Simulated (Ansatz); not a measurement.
A nudged elastic band was laid between two geometries of CH₅Ga (7 atoms, charge 0, multiplicity 1).

Theory: RKS B3LYP-D4/def2-SVP (Ansatz).

```yaml
movable_images: 5
climbing_image: yes
spring: 5.0 eV/Å²
optimiser: quadratic models (default)
start_path: through a guess of the saddle point
force_threshold: 0.03 eV/Å
iteration_limit: 60
end_points: relaxed
```

Initial state:

```xyz
7
Properties=species:S:1:pos:R:3
Ga 0.698 -0.451 0.675
H 1.988 -1.192 0.147
C -0.598 0.359 -0.585
H -0.486 -0.025 -1.610
H 0.463 -0.340 2.232
H -0.431 1.450 -0.611
H -1.634 0.199 -0.248
```

Final state:

```xyz
7
Properties=species:S:1:pos:R:3
Ga -0.008 -0.195 0.914
H 1.736 -0.535 -0.637
C -1.032 0.728 -0.235
H 1.257 -1.097 -0.854
H 0.663 -1.094 1.966
H -0.700 0.917 -1.258
H -1.916 1.276 0.104
```

(1) Which bonds break or form, and what moves?

(2) Give the energies along the band, and the barrier.

(3) What is the geometry of the highest image?

Results:

(1) Bonds broken: Ga1–H2, C3–H4. Bonds formed: H2–H4. CH5Ga becomes CH3Ga + H2.

(2) It converged. The highest image is number 4 of 0 to 6, 310.1 kJ/mol above the first end and 61.0 kJ/mol above the last; the last end lies 249.1 kJ/mol above the first. Neighbouring images differ by up to 2.0 eV, so the band resolves the path poorly. A vibrational analysis at the climbing image gives one clearly imaginary mode, 1328i cm⁻¹: a first-order saddle point. The orbitals stay closed-shell, which can raise the energy where a bond breaks towards radicals; this wasn't checked here.

```
image  path coordinate (Å)  energy (kJ/mol)  Ga1–H2 (Å)  C3–H4 (Å)  H2–H4 (Å)
    0                 0.00              0.0        1.58       1.10       3.25
    1                 0.71              0.0        1.58       1.10       3.31
    2                 1.41             19.3        1.58       1.11       2.69
    3                 2.12            120.7        1.62       1.16       1.81
    4                 2.82            310.1        1.83       1.65       1.00
    5                 3.58            260.2        2.24       2.31       0.78
    6                 4.34            249.1        2.36       2.99       0.77
```

(3) 
```xyz
7
Properties=species:S:1:pos:R:3:forces:R:3
Ga 0.461 0.012 0.962 0.00 0.00 0.00
H 1.431 -0.537 -0.495 0.00 0.00 0.00
C -0.778 0.444 -0.391 0.00 0.00 0.00
H 0.466 -0.577 -0.757 0.00 0.00 0.00
H 0.667 -0.954 2.171 0.00 0.00 0.00
H -0.383 1.043 -1.224 0.00 0.00 0.00
H -1.863 0.569 -0.265 0.00 0.00 0.00
```

The run took 4.9 min on 1 thread of Arm Neoverse N1, on a shared host, peak memory 0.24 GiB.
